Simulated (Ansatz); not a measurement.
`FC1([SiH3])C[SiH2]1` → `FC1C[SiH2]1` + `[SiH2]` at 298.15 K and 1 bar (silylene formation by 1,1-elimination).

Isolated molecules relaxed with PBE0-D4/def2-TZVP in Ansatz; ΔE leaves out vibrations. CCSD(T)/CBS is the MP2 limit (def2-TZVPP, def2-QZVPP) plus CCSD(T) − MP2 in def2-TZVPP, frozen cores. This one scheme is used for every species.

| species | CCSD(T)/CBS energy (Eh) | H − E (kJ/mol) | S (J/(mol·K)) |
| --- | --- | --- | --- |
| `FC1([SiH3])C[SiH2]1` | -758.19921 | 222.6 | 346.9 |
| `FC1C[SiH2]1` | -467.91941 | 178.0 | 294.0 |
| `[SiH2]` | -290.19011 | 40.6 | 207.5 |

H − E and S are ideal-gas, rigid-rotor, harmonic terms from PBE0-D4/def2-TZVP, for one conformer and one mirror image of each species. 1 Eh = 2625.50 kJ/mol, R = 8.31446 J/(mol·K).

Problem. By hand: ΔE, ΔH, ΔS and ΔG.

Solution. ΔE = (-467.91941) + (-290.19011) − (-758.19921) = 0.08969 Eh = 235.5 kJ/mol. Δ(H − E) = 178.0 + 40.6 − 222.6 = -4.0, so ΔH = 231.5 kJ/mol. ΔS = 294.0 + 207.5 − 346.9 = 154.6 J/(mol·K). ΔG = 231.5 − 298.15 × (154.6)/1000 = 185.4 kJ/mol.

Problem. By hand: the equilibrium constant, and the temperature at which ΔG would vanish if ΔH and ΔS stayed fixed.

Solution. log₁₀ K = −ΔG/(RT ln 10) = -32.5. ΔG = 0 at ΔH/ΔS = 1497 K.

The number of gas molecules changes by +1, which sets the sign of ΔS. A doubt of 5 kJ/mol in ΔE shifts log₁₀ K by 0.9 here. Other conformers and mirror images would add mixing entropy, several J/(mol·K) or more a flexible species. These are equilibria of isolated gas molecules and say nothing of rates. Largest T1 diagnostic: 0.014 (customary marks: 0.02 for closed shells, 0.045 for open ones).
